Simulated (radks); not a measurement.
The numbers below are computed, except where a source is named.
Problem. Gd XVI, 49 electrons, occupied as [Kr] 4d10 4f3. Level of theory: scalar-relativistic Kohn-Sham, SCAN, spin-polarised, spherical densities, finite nucleus; open shells are filled with parallel spins first (spin-orbit coupling, left out, can overturn this in heavy ions); meta-GGA in the generalised Kohn-Sham scheme; Fermi nuclear charge, rms radius 5.1569 fm (a radial shooting solver on a logarithmic mesh with Libxc functionals). Some entries of the table are withheld. Estimate them.

orbital,occ.,eigenvalue (eV),<1/r> (bohr^-1)
1s down,1,-50485.25,71.65
1s up,1,-50485.23,71.65
2s up,1,-8619.730,16.64
2s down,1,-8619.657,16.64
2p up,3,-7701.202,15.52
2p down,3,-7701.158,15.52
3s up,1,-2165.706,6.116
3s down,1,-2163.555,6.122
3p up,3,-1878.969,5.742
3p down,3,-1876.757,5.748
3d up,5,-1500.693,5.439
3d down,5,-1498.899,5.445
4s up,1,-680.2433,2.614
4s down,1,-675.6074,2.610
4p up,3,-583.1758,(1)
4p down,3,-578.5856,(2)
4d up,5,-448.1104,2.185
4d down,5,-443.4124,2.180
4f up,3,-298.5427,1.854

Solution. 
(1) 4p up <1/r> (bohr^-1): 2.424
(2) 4p down <1/r> (bohr^-1): 2.420
